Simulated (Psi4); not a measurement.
C₄H₁₂O₄Si (SMILES CO[Si](OC)(OC)OC), singlet, geometry from GFN2-xTB, with bond 11-1 at 2.0 times its length; BLYP/def2-SV(P) run with Psi4.

Input for Psi4:
```
memory 2 GB

molecule mol {
0 1
C     0.011328   -2.168322   -1.643392
O    -0.159478   -0.793302   -1.408744
Si    0.000000    0.000000   -0.000000
O    -0.540591    1.506810   -0.276778
C    -1.720049    1.887156   -0.939446
O    -0.805548   -0.883985    1.099538
C    -0.823357   -0.710385    2.493977
O     1.505617    0.170477    0.585984
C     2.532077    0.991551    0.088861
H    -0.595013   -2.752206   -0.950401
H     2.106541   -2.734233   -1.398009
H    -0.303515   -2.366037   -2.668592
H    -1.693490    2.971033   -1.056736
H    -2.597436    1.603212   -0.354499
H    -1.779200    1.409880   -1.917974
H     0.192878   -0.675928    2.887535
H    -1.336130    0.216752    2.758697
H    -1.357888   -1.559236    2.921740
H     2.874632    0.631313   -0.883497
H     2.181335    2.018254   -0.019160
H     3.354894    0.954240    0.803588
}

set {
  basis def2-sv(p)
  reference rks
  cholesky_tolerance 1e-6
  scf_type cd
}

energy('blyp')
print_variables()
```

What does Psi4 print? Leave out banner, timings and long lists.


```
   => Loading Basis Set <=

    Name: DEF2-SV(P)
    Role: ORBITAL
    Keyword: BASIS

         ---------------------------------------------------------
                                   SCF
               by Justin Turney, Rob Parrish, Andy Simmonett
                          and Daniel G. A. Smith
                              RKS Reference
         ---------------------------------------------------------

  ==> Geometry <==

    Molecular point group: c1
    Full point group: C1

    Geometry (in Angstrom), charge = 0, multiplicity = 1:

       Center              X                  Y                   Z               Mass
    ------------   -----------------  -----------------  -----------------  -----------------
         C            0.004384295982    -2.166446503588    -1.644205230346    12.000000000000
         O           -0.166421704018    -0.791426503588    -1.409557230346    15.994914619570
         SI          -0.006943704018     0.001875496412    -0.000813230346    27.976926534650
         O           -0.547534704018     1.508685496412    -0.277591230346    15.994914619570
         C           -1.726992704018     1.889031496412    -0.940259230346    12.000000000000
         O           -0.812491704018    -0.882109503588     1.098724769654    15.994914619570
         C           -0.830300704018    -0.708509503588     2.493163769654    12.000000000000
         O            1.498673295982     0.172352496412     0.585170769654    15.994914619570
         C            2.525133295982     0.993426496412     0.088047769654    12.000000000000
         H           -0.601956704018    -2.750330503588    -0.951214230346     1.007825032230
         H            2.099597295982    -2.732357503588    -1.398822230346     1.007825032230
         H           -0.310458704018    -2.364161503588    -2.669405230346     1.007825032230
         H           -1.700433704018     2.972908496412    -1.057549230346     1.007825032230
         H           -2.604379704018     1.605087496412    -0.355312230346     1.007825032230
         H           -1.786143704018     1.411755496412    -1.918787230346     1.007825032230
         H            0.185934295982    -0.674052503588     2.886721769654     1.007825032230
         H           -1.343073704018     0.218627496412     2.757883769654     1.007825032230
         H           -1.364831704018    -1.557360503588     2.920926769654     1.007825032230
         H            2.867688295982     0.633188496412    -0.884310230346     1.007825032230
         H            2.174391295982     2.020129496412    -0.019973230346     1.007825032230
         H            3.347950295982     0.956115496412     0.802774769654     1.007825032230

  Running in c1 symmetry.

  Rotational constants: A =      0.03890  B =      0.03858  C =      0.03852 [cm^-1]
  Rotational constants: A =   1166.29847  B =   1156.51634  C =   1154.88451 [MHz]
  Nuclear repulsion =  629.698229074429378

  Charge       = 0
  Multiplicity = 1
  Electrons    = 82
  Nalpha       = 41
  Nbeta        = 41

  ==> Algorithm <==

  SCF Algorithm Type is CD.
  DIIS enabled.
  MOM disabled.
  Fractional occupation disabled.
  Guess Type is SAD.
  Energy threshold   = 1.00e-06
  Density threshold  = 1.00e-06
  Integral threshold = 1.00e-12

  ==> Primary Basis <==

  Basis Set: DEF2-SV(P)
    Blend: DEF2-SV(P)
    Number of shells: 80
    Number of basis functions: 154
    Number of Cartesian functions: 163
    Spherical Harmonics?: true
    Max angular momentum: 2

  ==> DFT Potential <==

   => LibXC <=

    Version 7.1.2
    S. Lehtola, C. Steigemann, M. J. T. Oliveira, and M. A. L. Marques,  SoftwareX 7, 1–5 (2018) (10.1016/j.softx.2017.11.002)

   => Composite Functional: BLYP <=

    BLYP GGA Exchange-Correlation Functional

    P.J. Stephens et. al., J. Phys. Chem., 98, 11623-11627, 1994
    B. Miehlich et. al., Chem. Phys. Lett., 157(3), 200-206 1989

    Deriv               =              1
    GGA                 =           TRUE
    Meta                =          FALSE

    Exchange Hybrid     =          FALSE
    MP2 Hybrid          =          FALSE

   => Exchange Functionals <=

    1.0000     XC_GGA_X_B88

   => Correlation Functionals <=

    1.0000     XC_GGA_C_LYP

   => LibXC Density Thresholds  <==

    XC_GGA_C_LYP:  1.00E-14
    XC_GGA_X_B88:  1.00E-15

   => Molecular Quadrature <=

    Radial Scheme          =       TREUTLER
    Pruning Scheme         =           NONE
    Nuclear Scheme         =       TREUTLER

    Blocking Scheme        =         OCTREE
    BS radius alpha        =              1
    Pruning alpha          =              1
    Radial Points          =             75
    Spherical Points       =            302
    Total Points           =         445475
    Total Blocks           =           3280
    Max Points             =            256
    Max Functions          =            148
    Weights Tolerance      =       1.00E-15

  ==> Integral Setup <==

Traceback (most recent call last):
  File "psi4", line 375, in <module>
  File "<string>", line 44, in <module>
  File "site-packages/psi4/driver/driver.py", line 533, in energy
  File "site-packages/psi4/driver/procrouting/proc.py", line 2760, in run_scf
  File "site-packages/psi4/driver/procrouting/proc.py", line 2047, in scf_helper
  File "site-packages/psi4/driver/procrouting/scf_proc/scf_iterator.py", line 82, in scf_compute_energy
  File "site-packages/psi4/driver/procrouting/scf_proc/scf_iterator.py", line 200, in scf_initialize
  File "site-packages/psi4/driver/procrouting/scf_proc/scf_iterator.py", line 128, in initialize_jk

RuntimeError:
Fatal Error: Cholesky: Memory constraints exceeded. Fire your theorist.
The most recent 5 function calls were:

psi::PsiException::PsiException(std::__cxx11::basic_string<char, std::char_traits<char>, std::allocator<char> >, char const*, int)
psi::CDJK::initialize_JK_core()
psi::DiskDFJK::preiterations()

Printing out the relevant lines from the Psithon --> Python processed input file:
    core.IO.set_default_namespace("mol")
    core.set_global_option("BASIS", "def2-sv(p)")
    core.set_global_option("REFERENCE", "rks")
    core.set_global_option("CHOLESKY_TOLERANCE", 1e-6)
    core.set_global_option("SCF_TYPE", "cd")
--> energy('blyp')
    print_variables()

!----------------------------------------------------------------------------------!
!                                                                                  !
! Fatal Error: Cholesky: Memory constraints exceeded. Fire your theorist.          !
! The most recent 5 function calls were:                                           !
! psi::PsiException::PsiException(std::__cxx11::basic_string<char,                 !
!     std::char_traits<char>, std::allocator<char> >, char const*, int)            !
! psi::CDJK::initialize_JK_core()                                                  !
! psi::DiskDFJK::preiterations()                                                   !
!                                                                                  !
!----------------------------------------------------------------------------------!
```

The input was rejected before any calculation.
